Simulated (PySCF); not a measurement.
**Exact simulation of a proton spin system**

Molecule: `O=CC1=CC(=C)C1=C`, C₇H₆O.

Bonds (- single, = double, # triple, : aromatic): C1=C2 1.325 Å, C2-C3 1.464 Å, C3=C4 1.368 Å, C4-C5 1.447 Å, C5=O6 1.208 Å, C4-C7 1.483 Å, C7=C8 1.320 Å, C7-C2 1.496 Å. C1 carries H9, H10; C3 carries H11; C5 carries H12; C8 carries H13, H14. H14 is cis to C2; H10 is cis to C3; H13 is trans to C2; H9 is trans to C3.

- J couplings at B3LYP/pcJ-1 (without the spin–dipole term)
- coordinates at the GFN2-xTB level
- GIAO PBE0/pcSseg-1 shieldings
- code: PySCF 2.14
- no solvent, relativity neglected, one computed conformer

Scale: TMS for $^{1}$H (reference shieldings calculated alike).

Shifts (ppm): H9 5.70, H10 5.63, H11 7.81, H12 10.29, H13 5.51, H14 5.32.
Couplings (Hz): H9–H10: -2.6; H9–H11: -1.4; H9–H13: 0.5; H9–H14: 0.4; H10–H11: -0.6; H10–H13: 0.8; H10–H14: 0.5; H11–H12: -0.6; H11–H13: 1.0; H11–H14: 1.2; H13–H14: -3.0.

The 6-spin Hamiltonian (Zeeman plus full scalar coupling among like nuclei) was diagonalised exactly; lines are Lorentzian, 1.0 Hz wide, and the maxima above 3 % are listed with the tallest set to 100.

(1) Give the $^{1}$H peak list of this spin system at 300 MHz.

(2) And at 800 MHz?

(3) Among coupled protons with different shifts, which pair is furthest from first order, and how does the field change that?

Results:

(1) 
Hz from δ = 0 (height): 3087.1 (100), 3086.9 (100), 2343.0 (52), 1712.0 (29), 1709.5 (40), 1708.2 (36), 1690.1 (48), 1687.8 (39), 1654.5 (36), 1651.6 (40), 1597.0 (37), 1595.0 (34)

(2) 
Hz from δ = 0 (height): 8232.1 (100), 8231.9 (100), 6248.0 (52), 4561.9 (31), 4560.6 (37), 4559.5 (39), 4558.2 (34), 4505.2 (45), 4502.8 (41), 4409.4 (38), 4406.6 (39), 4257.0 (36), 4255.0 (35)

(3) H9 and H10: Δν/J is about 8.1 at 300 MHz (intermediate, with clear roofing) and 21.5 at 800 MHz (close to first order). J in Hz doesn't depend on the field, while Δν in Hz grows in proportion to it.
